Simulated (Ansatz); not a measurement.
Basis-set extrapolation for CH5Al2N (PBE0-D4/def2-TZVP geometry, frozen core, Ansatz). Multiplicity 1, RHF reference.

```csv
,def2-TZVPP,def2-QZVPP
HF,-579.088563,-579.106736
MP2 correlation,-0.515072,-0.550836
CCSD(T) correlation,-0.583678,not run
```

Energies in hartree. Use E(X) = E(∞) + A·exp(−7.88·√X) for Hartree–Fock and E(X) = E(∞) + B·X^(−2.97) for correlation, with X = 3 and 4, and add CCSD(T) minus MP2 of the smaller set to the MP2 limit.

What is the CCSD(T) energy at the basis-set limit?

HF limit: -579.106736 + (-0.018173) × 0.13774 = -579.10924. MP2 limit: -0.550836 + (-0.035764) × 0.74074 = -0.57733. Higher-order term: -0.583678 − (-0.515072) = -0.06861. Total: -579.75518 hartree, 52.0 kcal/mol below CCSD(T)/def2-TZVPP.
